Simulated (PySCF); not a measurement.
Work out the structure from these simulated measurements.

Formula: C3H12SSi3.

- NMR, other nuclei: isotropic shieldings of nuclei other than C and H, by class: 436 (1 Si), 463 (2 Si), 469 (1 S) ppm [GIAO PBE0/pcSseg-1]
- Dipole: 1.17 D [PBE0/pcSseg-1]
- 1H NMR: chemical shifts (computed TMS as zero) by class: 6.59 (1 H), 5.46 (1 H), 4.98 (1 H), 4.35 (1 H), 3.60 (6 H), 1.97 (2 H) ppm [GIAO PBE0/pcSseg-1]
- Rotational structure: rotational constants A, B, C: 1.481, 0.669, 0.535 GHz [GFN2-xTB]
- 13C NMR: chemical shifts (computed TMS as zero) by class: 144.9 (1 C), 110.1 (1 C), 15.5 (1 C) ppm [GIAO PBE0/pcSseg-1]

Electronic properties: PySCF, gas phase, density fitting. Levels stand in brackets. Geometry: GFN2-xTB, one conformer, isolated molecule. NMR values are class means; diastereotopic atoms form classes of their own.

Task: What is the compound? Reason from the data.

Result: Numbering: `[CH2:1]=[CH:2][S:3][CH2:4][SiH:5]([SiH3:6])[SiH3:7]`. Its formula, C3H12SSi3, gives 1 degree of unsaturation: 0 rings and 1 π bond in the structure found. 3 carbons fall into 3 classes; from least to most shielded: alkene CH carbon [C2] (144.9 ppm), terminal =CH2 carbon [C1] (110.1 ppm), sp3 carbon bound to sulfur [C4] (15.5 ppm). Hydrogen classes from least to most shielded: 1 H on an alkene CH carbon, C2 (6.59 ppm), 1 H on a terminal =CH2 carbon, C1 (5.46 ppm), 1 H on a terminal =CH2 carbon, C1 (4.98 ppm), 1 H on an SiH silicon, Si5 (4.35 ppm), 6 H on 2 SiH3 silicons, Si6/Si7 (3.60 ppm), 2 H on an sp3 carbon bound to sulfur, C4 (1.97 ppm). The other shieldings belong to: 436 ppm, SiH silicon [Si5]; 463 ppm, SiH3 silicon [Si6/Si7]; 469 ppm, sulfide sulfur [S3]. The optimised geometry has point group C1 and is an asymmetric top. Structure: `C=CSC[SiH]([SiH3])[SiH3]`. Computed isomers that give other values at the same levels: `CS[Si@@H]1[SiH2]C[C@H]1[SiH3]` (13C chemical shifts (computed TMS as zero) by class: 13.8 (1 C), 11.1 (1 C), 11.0 (1 C) ppm); `CS[Si@@H]1[SiH2]C[C@@H]1[SiH3]` (13C chemical shifts (computed TMS as zero) by class: 13.8 (1 C), 12.1 (1 C), 11.4 (1 C) ppm); `CC(=S)C[SiH]([SiH3])[SiH3]` (13C chemical shifts (computed TMS as zero) by class: 272.5 (1 C), 47.7 (1 C), 43.5 (1 C) ppm). The assignments are read from this structure; whether some other isomer fits the data as well wasn't checked.

Conformer computed: `[CH2:1]=[CH:2][S:3][CH2:4][SiH:5]([SiH3:6])[SiH3:7]`: C1–C2–S3–C4 -3°, C2–S3–C4–Si5 -173°, S3–C4–Si5–Si6 -65°.
